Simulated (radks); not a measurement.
Values are calculated unless marked as measured or tabulated.
These are the eigenvalues of the occupied orbitals of an atom or ion with whole-number occupations (hartree). Level of theory: scalar-relativistic Kohn-Sham, RPBE, spin-polarised, spherical densities, finite nucleus; Fermi nuclear charge, rms radius of each element as measured or else 0.836 A^(1/3) + 0.57 fm (a radial shooting solver on a logarithmic mesh with Libxc functionals).

orbital  eigenvalue
1s up     -32.42724
1s down   -32.35830
2s up      -2.94534
2s down    -2.77318
2p up      -2.08720
2p down    -1.90604

Which element is it, and in what charge state? The configuration may be excited. Open shells, if any, are filled with parallel spins first.

Answer. Z = 10, neon, charge +2: Ne2+ in [He] 2s2 2p4. The list shows which subshells hold electrons but not how many an open one holds; the 1s level, -32.427 hartree, gives Z - s = 8.1 by -(Z - s)^2/2, which with screening and relativity narrows Z to a few neighbours, and the depths of the outer levels then fix element, charge and occupations together.
